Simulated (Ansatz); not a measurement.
Basis-set extrapolation for `CO[SiH2]O[SiH](O)F` (PBE0-D4/def2-TZVP geometry, frozen core, Ansatz). Multiplicity 1, RHF reference.

```json
{"": "HF", "def2-TZVPP": "-944.310283", "def2-QZVPP": "-944.348043"}
{"": "MP2 correlation", "def2-TZVPP": "-1.367187", "def2-QZVPP": "-1.480402"}
{"": "CCSD(T) correlation", "def2-TZVPP": "-1.453556", "def2-QZVPP": "not run"}
```

Energies in hartree. Use E(X) = E(∞) + A·exp(−7.88·√X) for Hartree–Fock and E(X) = E(∞) + B·X^(−2.97) for correlation, with X = 3 and 4, and add CCSD(T) minus MP2 of the smaller set to the MP2 limit.

Q: What is the CCSD(T) energy at the basis-set limit?

A: HF limit: -944.348043 + (-0.037760) × 0.13774 = -944.35324. MP2 limit: -1.480402 + (-0.113215) × 0.74074 = -1.56426. Higher-order term: -1.453556 − (-1.367187) = -0.08637. Total: -946.00387 hartree, 6.53 eV below CCSD(T)/def2-TZVPP.
